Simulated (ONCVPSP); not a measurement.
**S, ONCV: configuration errors across variants**

- Element: S (Z = 16)
- Generator: ONCVPSP 4.0.1
- Type: optimised norm-conserving Vanderbilt (ONCV)
- Functional: LDA (Perdew-Wang 92)
- Relativity: scalar-relativistic
- Frozen core: [Ne]
- Valence charge: 6
- Reference configuration: 3s2 3p3 (charge +1)
- Partial waves: 3s: rc 1.25 bohr, ncon 3, nbas 7, qcut 5.8 1/bohr, local; 3p: rc 1.70 bohr, ncon 4, nbas 7, qcut 4.4 1/bohr, 1 projector
- Local potential: the s channel
- Core correction: none

All-electron excitation energies from the reference (eV): (1) 3s2 3p4 -11.858; (2) 3s2 3p2 22.370; (3) 3s2 3p1 56.524; (4) 3s0 3p6 8.752.

1 further variants failed, have other tests or too few solved ones, and are left out.

Errors AE − PS in meV (a dash: test not solved or not reliable):

```csv
change,(1),(2),(3),(4),bound ghosts,GHOST(+) flags above zero
base,+5.6,+12,+76,+11,none,none
"all radii scaled by about 1.07 (s 1.34, p 1.82 bohr)",+5.5,+11,+72,+12,none,none
"s: nproj 1; local potential polynomial inside 1.20 bohr (lpopt 3, dvloc0 2 Ha)",+6.4,+13,+84,+10.0,none,none
```

(1) Give the same row for: s: rc 1.44.

Results:

(1) +5.8, +12, +78, +10; bound ghosts: none; GHOST(+) flags above zero: none.
